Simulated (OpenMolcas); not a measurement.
An OpenMolcas run meant for Sb4+ (ANO-RCC-VDZ, X2C; inactive shells 1s 2s 2p 3s 3p 3d 4s 4p 4d; intended active space 1 electron in 8 orbitals (5s 5p 6s 6p)). One step of its input:

```
&CASPT2
Multistate=1 1
Frozen=9 9
IPEA=0.25
Imaginary=3.0
MaxIter=60
WThr=0.0 0.3 0.05
PrWF=0.5
NoMix
```

The run finished. Its levels beside those of a sound run (SS-CASPT2, IPEA 0.25 Eh, imaginary shift 0.1 Eh (closed shells correlated: 4d)), in cm⁻¹ above each run's lowest level:

```json
{"Level": "5s ²S_1/2", "This run": "0.0", "Usual run": "0.0"}
{"Level": "5p ²P°_1/2", "This run": "81937", "Usual run": "81916"}
{"Level": "5p ²P°_3/2", "This run": "89597", "Usual run": "89575"}
```

Problem. Which setting is unsound, and how much does it matter here?

Solution. The level shift is far above the usual 0.1 to 0.3 hartree and damps the second-order energy. Against the sound run the excited levels shown move by 22 cm-1 on average and by 22 cm-1 at most.

With one active electron outside closed inactive shells, the extra shells (6p 6s) add no correlation to the reference. With one active electron, CASPT2 adds the correlation within the correlated inactive shells and between them and that electron, and leaves the splitting within a term as the reference gives it. The basis is small and was not contracted for so high a charge. Only configurations of the active space appear.

° marks odd parity.
